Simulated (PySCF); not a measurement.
A geometry optimisation on `[Cl][Cu][Cl]` [radical].

Computed with PBE0-D3(BJ)/def2-SVP geometry optimisation, gas phase (PySCF 2.14.0). Start geometry: GFN2-xTB. The input is one job of a driver script: a line of settings, then coordinates in Å.

Input:
```
{"job": {"xc": "PBE0", "basis": "def2-SVP", "d3": "d3bj", "grid": 1, "maxiter": 40, "kind": "geom"}, "charge": 0, "multiplicity": 2}
Cu    -0.000180    -0.000100    -0.000330
Cl    -0.015280    -0.019280     2.034520
Cl     0.015460     0.019390    -2.034190
```

Question: Give the output.

Answer: 
```
step   0  E = -2559.90210189  max force = 0.016833
step   1  E = -2559.90333072  max force = 0.006834
step   2  E = -2559.90358845  max force = 0.000730
step   3  E = -2559.90359009  max force = 0.000037
optimisation converged
```

Energies in Eh; «max force» is the largest Cartesian gradient component in Eh/bohr.

Question: Give the first gradient maximum in eV/Å.

Answer: With 1 Eh/bohr = 51.422 eV/Å, 0.866 eV/Å.

Question: How much energy does the optimisation release, in kJ/mol?

Answer: E(step 0) − E(last step) = 0.001488 Eh, which is 3.9 kJ/mol.

In short: final energy -2559.90359 Eh after 3 steps; dipole 0.00 D.

Hardware: one thread of an Arm Neoverse V1 (shared host). Cost: 11 s.
Labels such as C1 count atoms from 1, the log's own numbers from 0.

For an open-shell metal species like this, the optimisation's SCF solution wasn't tested for stability and no frequencies at its level were run, so a lower state or another shape may exist.
